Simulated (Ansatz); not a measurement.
Ideal-gas functions of `[NH]=[V]([OH])([OH])[Cl]` at 298.15 K and 1 bar, from an Ansatz frequency run at PBE0-D4/def2-TZVP.

Molar mass 135.43 g/mol, point group C1 (symmetry number 1), electronic degeneracy 1, moments of inertia 135.138, 229.56, 242.92 u Å². Harmonic wavenumbers (cm⁻¹, unscaled): 165, 183, 216, 255, 271, 348, 406, 422, 451, 489, 683, 716, 756, 812, 1109, 3622, 3820, 3898.

Use S(trans) = R[1.5 ln M + 2.5 ln T − 1.1517]; rotational temperatures θ = 24.2544 K / I; S(rot) = R[ln(√π/σ · √(T³/θAθBθC)) + 1.5]; for each mode x = 1.438777 ν̃/T, S = R[x/(eˣ − 1) − ln(1 − e⁻ˣ)] and H = RT x/(eˣ − 1); 1 cm⁻¹ = 0.0119627 kJ/mol; R = 8.31446 J/(mol·K).

Q: By hand: the entropy, in J/(mol·K).

A: Translation 170.1. Rotation: θ = 0.1795, 0.1057, 0.0998 K, giving 114.4. Vibration, mode by mode: 10.43, 9.61, 8.34, 7.10, 6.65, 4.92, 3.94, 3.70, 3.32, 2.87, 1.37, 1.20, 1.03, 0.83, 0.25, 0.00, 0.00, 0.00, in all 65.5. Electronic 0.0. Sum 350.0 J/(mol·K).

Q: By hand: H − E and G − E in kJ/mol, counted from the electronic energy.

A: Zero-point energy ½ × 18622 × 0.0119627 = 111.4; thermal vibration 11.9; translation, rotation and pV give 4 RT = 9.9. H − E = 133.2 kJ/mol, and G − E = 133.2 − 298.15 × 350.0/1000 = 28.8 kJ/mol.

Vibration gives 19 % of the entropy. The sum counts one conformer and one mirror image; others add a mixing term.
